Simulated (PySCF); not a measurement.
Geometry:
| atom | x (Å) | y (Å) | z (Å) |
| --- | --- | --- | --- |
| C1 | 2.165 | 1.379 | -0.732 |
| Si2 | 2.242 | -0.275 | 0.177 |
| Si3 | 1.023 | -0.210 | 2.208 |
| Si4 | -0.859 | -1.032 | 1.029 |
| C5 | -1.892 | 0.357 | 0.301 |
| C6 | -1.571 | 0.988 | -1.033 |
| C7 | -2.770 | 0.111 | -0.903 |
| Si8 | 0.661 | -1.869 | -0.580 |
| H9 | 2.829 | 2.107 | -0.240 |
| H10 | 2.484 | 1.272 | -1.780 |
| H11 | 1.143 | 1.786 | -0.719 |
| H12 | 3.659 | -0.756 | 0.255 |
| H13 | 0.896 | 1.108 | 2.910 |
| H14 | 1.532 | -1.233 | 3.177 |
| H15 | -1.730 | -2.018 | 1.745 |
| H16 | -2.311 | 1.044 | 1.045 |
| H17 | -0.720 | 0.605 | -1.606 |
| H18 | -1.720 | 2.066 | -1.134 |
| H19 | -3.761 | 0.574 | -0.912 |
| H20 | -2.735 | -0.876 | -1.375 |
| H21 | 0.263 | -1.877 | -2.026 |
| H22 | 1.108 | -3.246 | -0.193 |

In vacuum, non-relativistic, single conformer, averaged over atoms made equivalent by symmetry, fast rotation or ring inversion. Geometry: PBE0-D3(BJ)/def2-SVP; shieldings: GIAO PBE0/pcSseg-1; PySCF.

Referencing at the same level of theory: 13C (σref 184.41), 1H (σref 31.27), 29Si (σref 351.99) vs TMS.

```csv
atoms,nucleus,count,δ (ppm)
H9/H10/H11,1H,3,0.63
H17/H20,1H,2,0.28
H15,1H,1,?
H12,1H,1,4.63
H14/H22,1H,2,?
H16,1H,1,-0.09
Si2,29Si,1,-49.4
Si3/Si8,29Si,2,-97.7
H13/H21,1H,2,?
H18/H19,1H,2,0.83
C5,13C,1,-8.1
C1,13C,1,-7.2
Si4,29Si,1,?
C6/C7,13C,2,6.5
```

Task: Complete the table.

Result: 
- H15: 4.87 ppm, hydrogen on a silicon bonded to C, 2 Si, in a 4-membered ring
- H14/H22: 3.83 ppm, hydrogen on a silicon bonded to 2 Si, in a 4-membered ring
- H13/H21: 3.81 ppm, hydrogen on a silicon bonded to 2 Si, in a 4-membered ring
- Si4: -34.5 ppm, silicon bonded to C, 2 Si, H, in a 4-membered ring

Shifts are as computed. Against solution values, carbons near 30 ppm lie about +2 ppm off and those near 130 ppm about +5 ppm. Of 1309 compounds with measured shifts, 239 miss one by over three times the rms of a fit or turn the order of signals round; such compounds aren't used in these exercises.
